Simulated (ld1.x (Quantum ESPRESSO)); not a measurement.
Transferability test, RRKJ potential for N

* Element: nitrogen (N)
* Generator: ld1.x (Quantum ESPRESSO) 7.5
* Type: norm-conserving RRKJ (Kleinman–Bylander form)
* Functional: PW91
* Relativity: scalar-relativistic
* Frozen core: [He]
* Valence charge: 5
* Reference configuration: 2s1.75 2p3.25
* Partial waves: 2s (bound): rc 0.70 bohr; 2p (bound): rc 1.60 bohr
* Local potential: all-electron potential smoothed inside 1.05 bohr (lloc = -2)
* Core correction: a·sin(br)/r model core inside 0.35 bohr
* rho0: 0.005

Energies are relative to the spin-unpolarised reference configuration 2s1.75 2p3.25; without spin polarisation the order of configurations can differ from experiment.

```
valence configuration  charge  ΔE all-electron (eV)  error AE − PS (meV)
              2s2 2p3       0                -2.868                 +0.2
              2s2 2p2      +1                10.804                  +32
              2s2 2p1      +2                39.758                 +239
            2s2 2p2.5    +0.5                 2.263                 +7.3
            2s2 2p3.3    -0.3                -4.507                 -1.2
              2s0 2p5       0                20.124                 +9.7
              2s1 2p0      +4               164.847                +1632
```
